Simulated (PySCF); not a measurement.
**Frontier orbitals and the lowest excitations**

Species: C7H11BF2.
Geometry (PBE0-D3(BJ)/def2-SVP, Å), atoms numbered from 1 in this order:
```
atom  x, y, z in Å
F1     3.7325    0.6111    0.3490
B2     2.6184   -0.0665    0.5619
F3     2.6708   -0.9810    1.5182
C4     1.3066    0.1639   -0.2482
C5     0.8258   -1.0969   -0.9906
C6    -0.6252   -0.7732   -1.3459
C7    -1.1246    0.0829   -0.1825
C8    -2.4306   -0.1972    0.5002
C9    -2.2835    1.0178   -0.3678
C10    0.0958    0.4940    0.6444
H11    1.4508    0.9757   -0.9805
H12    1.4424   -1.3417   -1.8688
H13    0.8676   -1.9617   -0.3070
H14   -0.6555   -0.1918   -2.2827
H15   -1.2353   -1.6757   -1.5033
H16   -2.4789   -0.0525    1.5839
H17   -3.0383   -1.0286    0.1313
H18   -2.2378    1.9974    0.1173
H19   -2.7845    1.0213   -1.3406
H20    0.0678    1.5530    0.9437
H21    0.1423   -0.1055    1.5693
```

Method: PySCF 2.14.0, density-fitted response routines, TDDFT B3LYP/def2-SVPD, vertical, gas phase, core orbitals frozen in the response.

Frontier orbitals with the atoms that hold most of them (Löwdin shares over 4%, at most four atoms; ? is withheld):

| orbital | ε (eV) | atoms |
| --- | --- | --- |
| HOMO-3 | -9.14 | C5 18%, C4 14%, C6 10%, H13 10% |
| HOMO-2 | -8.87 | C4 19%, C6 13%, B2 12%, C5 10% |
| HOMO-1 | -8.10 | C8 30%, C9 29%, C7 13%, C10 5% |
| HOMO | -7.53 | ? |
| LUMO | -0.14 | ? |
| LUMO+1 | 0.17 | B2 42%, C5 6%, F1 6%, F3 5% |
| LUMO+2 | 0.70 | C9 15%, B2 12%, H19 9%, C8 8% |

(1) Which atoms hold the LUMO, and with what shares?

(2) Give the leading atoms of the HOMO.

(3) The HOMO–LUMO gap is 7.40 eV. Where does the response calculation put the lowest singlet, and from which orbitals?

(4) One configuration dominates each of S1, S2, S3, S6 and S7. Which, and how do the shares of the two leading atoms of either orbital change from the occupied to the empty one?

Results:

(1) B2 (bonded to C and 2 F) 36%; F1 (bonded to B) 16%; F3 (bonded to B) 14%; C4 (bonded to B, 2 C and H) 9%. By element: boron 36%, fluorine 30%, carbon 9% or more.

(2) C7 (bonded to 4 C) 29%; C9 (bonded to 2 C and 2 H) 17%; C8 (bonded to 2 C and 2 H) 17%; C6 (bonded to 2 C and 2 H) 7%.

(3) S1 is at 6.63 eV (f = 0.0046), 0.77 eV below the gap, made of HOMO→LUMO (99%). Without the coupling terms of the response equations the lowest excitation would equal the gap.

(4) 
- S1 (6.63 eV, f 0.0046), HOMO→LUMO (99%): C7 29% → at most 10%, C9 17% → at most 10%, B2 at most 8% → 36%, F1 at most 8% → 16%
- S2 (6.97 eV, f 0.0095), HOMO→LUMO+1 (93%): C7 29% → at most 6%, C9 17% → at most 6%, B2 at most 8% → 42%, C5 at most 8% → 6%
- S3 (7.23 eV, f 0.038), HOMO-1→LUMO (94%): C8 30% → at most 10%, C9 29% → at most 10%, B2 at most 5% → 36%, F1 at most 5% → 16%
- S6 (7.58 eV, f 0.0044), HOMO-1→LUMO+1 (82%): C8 30% → at most 6%, C9 29% → at most 6%, B2 at most 5% → 42%, C5 at most 5% → 6%
- S7 (7.62 eV, f 0.0077), HOMO-2→LUMO (84%): C4 19% → 9%, C6 13% → at most 10%, B2 12% → 36%, F1 at most 11% → 16%

Löwdin shares depend on the basis, the more so with diffuse functions.

On one thread of an x86-64 server, on a shared host, this took 6.3 min of wall time.

One conformer stands for the species.
